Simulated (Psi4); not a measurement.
F (SMILES [F]), doublet; B3LYP/STO-3G run with Psi4.

Here is a job for Psi4.
```
memory 2 GB

molecule {
0 2
F     0.00000000    0.00000000    0.00000000
}

set {
  basis sto-3g
  reference uks
  guess sadno
}

energy('b3lyp')
print_variables()
```

Task: Write the output that Psi4 gives for this input, abridged.

Result: 
```
   => Loading Basis Set <=

    Name: STO-3G
    Role: ORBITAL
    Keyword: BASIS

         ---------------------------------------------------------
                                   SCF
               by Justin Turney, Rob Parrish, Andy Simmonett
                          and Daniel G. A. Smith
                              UKS Reference
         ---------------------------------------------------------

  ==> Geometry <==

    Molecular point group: d2h
    Geometry (in Angstrom), charge = 0, multiplicity = 2:

       Center              X                  Y                   Z               Mass
    ------------   -----------------  -----------------  -----------------  -----------------
         F            0.000000000000     0.000000000000     0.000000000000    18.998403162730

  Running in d2h symmetry.

  Rotational constants: A = ************  B = ************  C = ************ [cm^-1]
  Rotational constants: A = ************  B = ************  C = ************ [MHz]
  Nuclear repulsion =    0.000000000000000

  Charge       = 0
  Multiplicity = 2
  Electrons    = 9
  Nalpha       = 5
  Nbeta        = 4

  ==> Algorithm <==

  SCF Algorithm Type is DF.
  DIIS enabled.
  MOM disabled.
  Fractional occupation disabled.
  Guess Type is SADNO.
  Energy threshold   = 1.00e-06
  Density threshold  = 1.00e-06
  Integral threshold = 1.00e-12

  ==> Primary Basis <==

  Basis Set: STO-3G
    Blend: STO-3G
    Number of shells: 3
    Number of basis functions: 5
    Number of Cartesian functions: 5
    Spherical Harmonics?: true
    Max angular momentum: 1

  ==> DFT Potential <==

   => LibXC <=

    Version 7.1.2
    S. Lehtola, C. Steigemann, M. J. T. Oliveira, and M. A. L. Marques,  SoftwareX 7, 1–5 (2018) (10.1016/j.softx.2017.11.002)

   => Composite Functional: B3LYP <=

    B3LYP Hyb-GGA Exchange-Correlation Functional

    P. J. Stephens, F. J. Devlin, C. F. Chabalowski, and M. J. Frisch,  J. Phys. Chem. 98, 11623 (1994) (10.1021/j100096a001)

    Deriv               =              1
    GGA                 =           TRUE
    Meta                =          FALSE

    Exchange Hybrid     =           TRUE
    MP2 Hybrid          =          FALSE

   => Exchange Functionals <=

    0.0800   Slater exchange
    0.7200         Becke 88

   => Exact (HF) Exchange <=

    0.2000               HF

   => Correlation Functionals <=

    0.1900   Vosko, Wilk & Nusair (VWN5_RPA)
    0.8100   Lee, Yang & Parr

   => LibXC Density Thresholds  <==

[...]
   @S^2 Expected:                7.500000000E-01
   @S^2 Observed:                7.500000000E-01
   @S   Expected:                5.000000000E-01
   @S   Observed:                5.000000000E-01

    Orbital Energies [Eh]
    ---------------------

    Alpha Occupied:

[...]
    Alpha Virtual:

    Beta Occupied:

[...]
       1B2u   -0.180048

    Beta Virtual:

       1B1u    0.002265

    Final Occupation by Irrep:
             Ag   B1g   B2g   B3g    Au   B1u   B2u   B3u
    DOCC [     2,    0,    0,    0,    0,    0,    1,    1 ]
    SOCC [     0,    0,    0,    0,    0,    1,    0,    0 ]
    NA   [     2,    0,    0,    0,    0,    1,    1,    1 ]
    NB   [     2,    0,    0,    0,    0,    0,    1,    1 ]

  @DF-UKS Final Energy:   -98.26934973345304

   => Energetics <=

    Nuclear Repulsion Energy =              0.0000000000000000
    One-Electron Energy =                -138.6525096045526766
    Two-Electron Energy =                  48.8772330649593982
    DFT Exchange-Correlation Energy =      -8.4940731938597658
    Empirical Dispersion Energy =           0.0000000000000000
    VV10 Nonlocal Energy =                  0.0000000000000000
    Total Energy =                        -98.2693497334530406

  UHF NO Occupations:
  HONO-2 :    1B3u 2.0000000
  HONO-1 :    1B2u 2.0000000
  HONO-0 :    1B1u 1.0000000

Computation Completed

Properties will be evaluated at   0.000000,   0.000000,   0.000000 [a0]

Properties computed using the SCF density matrix

 Multipole Moments:

 ------------------------------------------------------------------------------------
     Multipole            Electronic (a.u.)      Nuclear  (a.u.)        Total (a.u.)
 ------------------------------------------------------------------------------------

 L = 1.  Multiply by 2.5417464519 to convert [e a0] to [Debye]
 Dipole X            :          0.0000000            0.0000000            0.0000000
 Dipole Y            :          0.0000000            0.0000000            0.0000000
 Dipole Z            :          0.0000000            0.0000000            0.0000000
 Magnitude           :                                                    0.0000000

 ------------------------------------------------------------------------------------

  Variable Map:
  ----------------------------------------------------------------------------
[...]
  Array Variable Map:
  ----------------------------------------------------------------------------
[...]
[...]
```
